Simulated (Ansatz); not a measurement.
C2H3NSe, SMILES `CN=C=[Se]` at its PBE0-D4/def2-TZVP geometry, where that method's forces vanish. Total charge 0; spin multiplicity 1.

```xyz
7

C    -0.8729   -0.5251    0.0607
N     0.3246    0.1974   -0.0226
C     1.3260    0.7983   -0.0923
Se    2.8097    1.6893   -0.1955
H    -0.6765   -1.5952   -0.0413
H    -1.3548   -0.3477    1.0253
H    -1.5562   -0.2168   -0.7344
```

Task: What forces (eV/Å) does ωB97M-V/def2-TZVPP give on these atoms in Ansatz 0.2.0? (Best estimate.)

Result: Computed: 
```
C1  -0.544 -0.328  0.038
N2   0.755  0.453 -0.053
C3  -0.615 -0.369  0.043
Se4  0.279  0.168 -0.019
H5  -0.015  0.122  0.011
H6   0.059 -0.016 -0.107
H7   0.081 -0.031  0.088
```
